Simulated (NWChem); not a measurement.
System meant: BeSiH₃F; SMILES [F][Be][SiH3]

Input file for NWChem:

```
start job
memory heap 200 mb stack 900 mb global 1100 mb
geometry units angstroms noautoz
  Be     0.000882     0.821002     0.000001
  F      0.001056     2.213735    -0.000009
  Si     0.000299    -1.345833     0.000006
  H      0.702883    -1.894160    -1.204401
  H     -1.394410    -1.893218    -0.006494
  H      0.691630    -1.894161     1.210906
end
basis spherical
  * library def2-svp
end
dft
  xc b3lyp
  iterations 4
  mulliken
end
task dft energy
```

End of the output:

```
    Atom       Charge   Shell Charges
 -----------   ------   -------------------------------------------------------
    1 Be   4     3.74   1.97  0.49  0.20  0.76  0.32
    2 F    9     9.27   1.98  1.02  0.77  3.23  2.27  0.00
    3 Si  14    13.77   2.00  1.94  0.68  0.36  5.82  1.34  1.47  0.17
    4 H    1     1.07   0.64  0.41  0.02
    5 H    1     1.07   0.64  0.41  0.02
    6 H    1     1.07   0.64  0.41  0.02

 center of mass
 --------------
 x =   0.00000000 y =  -0.00000000 z =  -0.27751236

 moments of inertia (a.u.)
 ------------------
         582.119391012766           0.000000000000           0.000000000000
           0.000000000000         582.119391012766           0.000000000000
           0.000000000000           0.000000000000          20.995509041412

     Multipole analysis of the density
     ---------------------------------

     L   x y z        total         alpha         beta         nuclear
     -   - - -        -----         -----         ----         -------
     0   0 0 0     -0.000000    -15.000000    -15.000000     30.000000

     1   1 0 0      0.000000      0.000000      0.000000     -0.000000
     1   0 1 0      0.000000      0.000000      0.000000      0.000000
     1   0 0 1      0.229414      0.114707      0.114707      0.000000

     2   2 0 0    -18.594915    -14.505581    -14.505581     10.416247
     2   1 1 0     -0.000000     -0.000000     -0.000000     -0.000000
     2   1 0 1     -0.000000     -0.000000     -0.000000     -0.000000
     2   0 2 0    -18.594915    -14.505581    -14.505581     10.416247
     2   0 1 1     -0.000000     -0.000000     -0.000000      0.000000
     2   0 0 2    -24.932725   -160.418746   -160.418746    295.904767

 ------------------------------------------------------------------------
 dft energy failed                                                                                  0
 ------------------------------------------------------------------------
 ------------------------------------------------------------------------
  current input line :
    19: task dft energy
 ------------------------------------------------------------------------
 ------------------------------------------------------------------------
 This type of error is most commonly associated with calculations not reaching convergence criteria
 ------------------------------------------------------------------------
 For more information see the NWChem manual at https://nwchemgit.github.io

0:dft energy failed:Received an Error in Communication
```

**Question.** What is wrong, and how is it mended?

**Answer.** The run did not converge; its last values are not results. Cause: the SCF was allowed too few iterations. This input runs:
```
start job
memory heap 200 mb stack 900 mb global 1100 mb
geometry units angstroms noautoz
  Be     0.000882     0.821002     0.000001
  F      0.001056     2.213735    -0.000009
  Si     0.000299    -1.345833     0.000006
  H      0.702883    -1.894160    -1.204401
  H     -1.394410    -1.893218    -0.006494
  H      0.691630    -1.894161     1.210906
end
basis spherical
  Be library def2-svp
  F library def2-svp
  Si library def2-svp
  H library def2-svp
end
dft
  xc b3lyp
  iterations 150
  mulliken
end
task dft energy
```
It converges to -405.79454 Ha (B3LYP/def2-SVP).
